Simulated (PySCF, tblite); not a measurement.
A set of runs on `C[N+]1(C)[GaH2-][CH2]C[C@H]1B(O)O`; the geometry of each is named by its level. Settings lines and outputs come from a driver script.

Species: C5H15BGaNO2.
Numbering: `[CH3:1][N+:2]1([CH3:3])[GaH2-:4][CH2:5][CH2:6][C@H:7]1[B:8]([OH:9])[OH:10]` (hydrogens: H11, H12, H13 on C1; H14, H15, H16 on C3; H17, H18 on Ga4; H19, H20 on C5; H21, H22 on C6; H23 on C7; H24 on O9; H25 on O10)

Step 1: GFN2-xTB geometry optimisation, gas phase (tblite 0.8.0) (from a force-field or distance-geometry start)
```json
{"job": {"kind": "relax", "xc": "GFN2-xTB", "basis": "xTB"}, "charge": 0, "multiplicity": 1}
```
```
step      E/eV     max force
  0    -866.16947    4.245
  1    -867.12014    1.812
  2    -867.42813    1.350
...
217    -868.66153    0.018
218    -868.66160    0.021
219    -868.66170    0.020
220    -868.66176    0.014
221    -868.66180    0.009
```

Energy lowered by 57.5 kcal/mol over 221 steps; largest atomic force 0.009 eV/Å at the end. «max force» is the largest atomic force in eV/Å.

The run took 4.1 s on one thread, Arm Neoverse N1 (aarch64), no GPU, on a shared host.

Step 2: GFN2-xTB harmonic vibrations, gas phase (tblite 0.8.0) (on the GFN2-xTB geometry)
```json
{"job": {"kind": "ir", "xc": "GFN2-xTB", "basis": "xTB"}, "charge": 0, "multiplicity": 1}
```
```
(table of modes left out)
```

69 modes from 30 to 3648 cm⁻¹ (unscaled, harmonic); zero-point energy 124.6 kcal/mol; all wavenumbers are real at this level.

The run took 2.4 s of wall time on one thread, Arm Neoverse N1 (aarch64), shared host.

Step 3: PBE0-D3(BJ)/def2-SVP geometry optimisation, gas phase (PySCF 2.14.0) (from the GFN2-xTB geometry)
```json
{"job": {"xc": "PBE0", "basis": "def2-SVP", "d3": "d3bj", "grid": 1, "shake": 0.01, "kind": "geom"}, "charge": 0, "multiplicity": 1}
```
```
step   0  E = -2353.28234477  max force = 0.039877
step   1  E = -2353.28906480  max force = 0.011084
step   2  E = -2353.29003839  max force = 0.004137
step   3  E = -2353.29022456  max force = 0.001650
...
step   9  E = -2353.29058674  max force = 0.000701
step  10  E = -2353.29058963  max force = 0.000919
step  11  E = -2353.29059507  max force = 0.000613
step  12  E = -2353.29060434  max force = 0.000256
optimisation converged
```

Final energy -2353.29060 Eh after 12 steps; dipole 4.55 D. Energies in Eh; «max force» is the largest Cartesian gradient component in Eh/bohr.

Time: 15 min of wall time; peak memory 1.0 GiB. Hardware: Arm Neoverse N1, one thread, on a shared host.

Final geometry (PBE0-D3(BJ)/def2-SVP):
```
atom  x, y, z in Å
C1    -1.8755   -0.8275   -0.5199
N2    -0.8224   -0.0975    0.1899
C3    -0.7607   -0.5223    1.5933
Ga4   -1.2070    2.0241    0.1395
C5     0.7635    2.3063   -0.1312
C6     1.4196    0.9306   -0.0105
C7     0.4908   -0.1930   -0.5052
B8     1.1979   -1.6225   -0.5465
O9     2.4335   -1.7755   -1.1000
O10    0.5843   -2.7361   -0.0633
H11   -1.9440   -0.4568   -1.5515
H12   -1.6778   -1.9115   -0.5262
H13   -2.8408   -0.6384   -0.0298
H14   -0.5175   -1.5925    1.6766
H15   -0.0072    0.0674    2.1312
H16   -1.7314   -0.3252    2.0673
H17   -2.1232    2.1457   -1.1522
H18   -1.8822    2.2894    1.5484
H19    0.9258    2.7163   -1.1419
H20    1.2110    3.0193    0.5776
H21    1.7060    0.7288    1.0363
H22    2.3692    0.8748   -0.5764
H23    0.2651    0.0461   -1.5640
H24    2.8261   -0.9491   -1.3967
H25    1.1368   -3.5186   -0.1809
```

 (This holds for the electronic-property runs.)

One conformer stands for the species.
